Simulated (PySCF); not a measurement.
Cartesian coordinates (Å):
```xyz
5

Zn    -0.0126    -0.0111    -0.0011
O      0.8632     0.8672    -1.2746
H      1.1917     1.7337    -0.9750
O     -0.9206    -1.1059     1.0658
H     -1.0632    -0.7299     1.9528
```
Charge 0, multiplicity 1.

Q: What is the computed charge on the central atom (meta-Löwdin), HOMO, charge on the central atom (Mulliken), HOMO–LUMO gap, LUMO, total energy and dipole moment (TPSSh-D3(BJ)/def2-TZVP // TPSS-D3(BJ)/def2-SVP (PySCF 2.14.0))?

A: 
```
Property                                         Value
----------------------------------------  ------------
charge on the central atom (meta-Löwdin)        1.28 e
HOMO                                          -7.18 eV
charge on the central atom (Mulliken)           0.59 e
HOMO–LUMO gap                                  5.63 eV
LUMO                                          -1.55 eV
total energy                              -52548.88 eV
dipole moment                                   2.81 D
```
